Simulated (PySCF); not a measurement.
Computed shifts of a molecule C2H6BFO, PBE/pcSseg-1 (PySCF), GIAO, gas phase, equivalent atoms averaged, in ppm (number of nuclei): ¹³C: 65.1 (1), 6.8 (1). ¹⁹F: -39.2 (1). ¹H: 4.05 (2), 1.14 (3), -0.17 (1). References: ¹³C against TMS (σ = 182.0 ppm); ¹¹B against BF3 (σ = 83.9 ppm); ¹⁹F against CFCl3 (σ = 133.6 ppm); ¹⁷O against H2O (σ = 334.3 ppm); ¹H against TMS (σ = 31.49 ppm), references at their B3LYP-D3(BJ)/def2-TZVP geometries, non-relativistic. The structure is a stationary point at ωB97X-D3(BJ)/def2-SVP. Other conformers were not sampled.

Which molecule gave these data?
A. CCB(O)F
B. COB(C)F
C. CCOBF
D. CB(F)CO

D, CB(F)CO
